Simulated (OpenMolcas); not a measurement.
## Te3+: the spin-orbit constant, worked from levels

- Program: OpenMolcas
- Basis: ANO-RCC-VQZP [8s7p5d3f2g]
- Scalar Hamiltonian: DKH2, point nucleus
- Active space: 1 electron in 9 orbitals (RAS2 5p; RAS3 5d 6s, at most 1 electron)
- State averaging: 2S+1 = 2 odd, 3 roots; 2S+1 = 2 even, 6 roots
- Spin-orbit coupling: RASSI with atomic mean-field integrals over the reference wave functions, term energies averaged over their components

Methods: RASSCF; SS-RASPT2, IPEA 0.25 Eh, imaginary shift 0.1 Eh (closed shells correlated: 4d 5s). Measured levels: Moore, Atomic Energy Levels, vol. III, NSRDS-NBS 35 (1971 reprint of NBS Circular 467, 1958).

**The spin-orbit constant.** For the Hund term ²P° of p1, E(J) = (A/2) J(J+1) + constant and ζ = 2S·A = A. From J = 1/2 to J = 3/2 the energy changes by 1.5 A.

```
   Source  E(3/2) - E(1/2)       A     ζ
   RASSCF           8062.0  5374.7  5375
SS-RASPT2           8062.0  5374.7  5375
 measured           9223.0  6148.7  6149
```

All in cm-1. SS-RASPT2 is off by -12.6 % and RASSCF by -12.6 %. Both methods take the spin-orbit matrix elements from the reference wave functions, so the second can move ζ only through the term energies and any multistate remixing.

With one active electron the reference holds no correlation, so core polarisation is missing (holds for RASSCF). With one active electron, CASPT2 adds the correlation within the correlated inactive shells and between them and that electron, and leaves the splitting within a term as the reference gives it (holds for SS-RASPT2). Measured partners are found by configuration, term and J. A level has none where our copy of the source lacks it or the pairing is in doubt (some pairs that miss far off the trend of their configuration count as doubtful), and it then counts in no deviation. Only configurations of the active space appear.

° marks odd parity.
